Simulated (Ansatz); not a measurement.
Start from `FC[O][SnH3]` and change one atom or group to get `C#COCF`.

Ansatz, PBE0-D4/def2-TZVP geometries, multiplicity 1. Each molecule was computed in one conformer, which needn't be the lowest.

Elements past krypton have def2 core potentials.

```tsv
property	`FC[O][SnH3]`
HOMO–LUMO gap (ωB97M-V/def2-TZVPP) / eV	11.35
HOMO energy (ωB97M-V/def2-TZVPP) / eV	-10.38
HOMO energy (PBE/def2-TZVPP) / eV	-6.46
HOMO energy (PBE0/def2-TZVPP) / eV	-8.01
LUMO energy (PBE0/def2-TZVPP) / eV	-0.50
size of the dipole moment (ωB97M-V/def2-TZVPP) / D	1.67
```

(1) What does the change do to each property? (Best estimate.)

Results:

(1) Computed: 
| property | `C#COCF` | shift |
| --- | --- | --- |
| HOMO–LUMO gap (ωB97M-V/def2-TZVPP) / eV | 12.50 | 1.15 |
| HOMO energy (ωB97M-V/def2-TZVPP) / eV | -9.73 | 0.65 |
| HOMO energy (PBE/def2-TZVPP) / eV | -6.14 | 0.32 |
| HOMO energy (PBE0/def2-TZVPP) / eV | -7.45 | 0.56 |
| LUMO energy (PBE0/def2-TZVPP) / eV | 1.19 | 1.69 |
| size of the dipole moment (ωB97M-V/def2-TZVPP) / D | 1.90 | 0.23 |

With PBE0 the HOMO rises by 0.56 eV and the LUMO rises by 1.69 eV, so the gap widens by about 1.13 eV. PBE moves the HOMO by 0.32 eV and ωB97M-V by 0.65 eV. The zero-point energy changes by -3.0 kJ/mol with -3 modes. Dipoles are sizes alone; their direction can turn.
